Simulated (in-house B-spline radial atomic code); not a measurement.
A calculation on Sc3+: its settings, and results tabulated from the run. All numbers are computed (scalar-relativistic (X2C) TPSSh, spin-polarised, spherical fractional occupations; Fermi nucleus of rms radius 3.5459 fm) with an all-electron radial atomic-structure program (B-spline basis), not measured.

Command:
```bash
python run_scf.py task.json out
```
Settings (nuclear radius in fm, mass in u):
```
Z                21
configuration    [Ne] 3s2 3p6
hamiltonian      x2c
method           tpssh
spin_polarised   True
nucleus          fermi
rms_radius       3.5459
atomic_mass      44.95591
speed_of_light   137.035999084
```

Output (hartree, bohr):
```
 radial grid: 68 intervals, B-splines of order 8, outer radius 18.6486 bohr

 iter        energy (Eh)    residual
    1        -762.577691    3.22e-02
    2        -762.579611    8.53e-04
    3        -762.579611    4.37e-04
    4        -762.579612    2.25e-04
    5        -762.579612    8.00e-06
    6        -762.579612    8.39e-07
    7        -762.579612    1.70e-07

 total energy                      -762.57961
 kinetic                             769.2171
 electron-nucleus                  -1790.8320
 Hartree                             297.4534
 exact exchange                       -3.7606
 exchange-correlation                -34.6575

 orbital      occ     eigenvalue          <r>       <r^2>       <1/r>       r_max
 1s up      1.000      -163.5972    0.0727354  0.00712818     20.9678     0.04753
 1s down    1.000      -163.5972    0.0727354  0.00712818     20.9678     0.04753
 2s up      1.000       -18.9090     0.342512    0.138868     4.33126       0.283
 2s down    1.000       -18.9090     0.342512    0.138868     4.33126       0.283
 2p up      3.000       -15.6552     0.307411     0.11671     4.20184      0.2321
 2p down    3.000       -15.6552     0.307411     0.11671     4.20184      0.2321
 3s up      1.000        -3.2613      1.05528     1.27811     1.32715      0.9183
 3s down    1.000        -3.2613      1.05528     1.27811     1.32715      0.9183
 3p up      3.000        -2.4205       1.1294     1.48875     1.20558      0.9539
 3p down    3.000        -2.4205       1.1294     1.48875     1.20558      0.9539

 Slater integrals (Eh)
   F0(3s up,3s up)               0.853128
   F0(3s up,3s down)             0.853128
   F0(3s up,3p up)               0.824646
   G1(3s up,3p up)               0.550593
   F0(3s up,3p down)             0.824646
   F0(3s down,3s down)           0.853128
   F0(3s down,3p up)             0.824646
   F0(3s down,3p down)           0.824646
   G1(3s down,3p down)           0.550593
   F0(3p up,3p up)               0.799043
   F2(3p up,3p up)               0.404241
   F0(3p up,3p down)             0.799043
   F2(3p up,3p down)             0.404241
   F0(3p down,3p down)           0.799043
   F2(3p down,3p down)           0.404241
```

Cost of the run: 0.65 s on 1 thread of Arm Neoverse N1, with other jobs on the host.
